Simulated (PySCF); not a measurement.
Iodine: a sound run and one with changed settings

Sound run: I²⁺ [Kr] 4d10 5s2 5p3, I³⁺ [Kr] 4d10 5s2 5p2. All numbers are calculated (PySCF 2.14, a scalar-relativistic core potential, in def2-SVP with the def2 core potential (28 electrons)). The sound run starts from symmetry-adapted Hartree-Fock orbitals and uses a fine grid where one is needed.

Changed run: 6 angular points. This setting is unsound on purpose.

```csv
species,method,sound run (hartree),changed run (hartree),converged
I²⁺,UHF,-295.64889,-295.64889,yes
I²⁺,BP86,-296.71671,-297.07131,yes
I²⁺,TPSS,-296.48413,-296.86807,yes
I³⁺,UHF,-294.55212,-294.55212,yes
I³⁺,BP86,-295.59932,-295.96795,yes
I³⁺,TPSS,-295.36934,-295.77848,yes
```

Ionisation energy of I²⁺:

| method | sound run (eV) | changed run (eV) |
| --- | --- | --- |
| UHF | 29.845 | 29.845 |
| BP86 | 30.406 | 30.024 |
| TPSS | 30.335 | 29.649 |

A coarse angular grid integrates products of high-l functions wrongly, so density functionals can shift, and the SCF can exploit the error; Hartree-Fock and MP2 need no grid.

For comparison, NIST gives 29.57 ± 0.025 eV between the lowest levels.
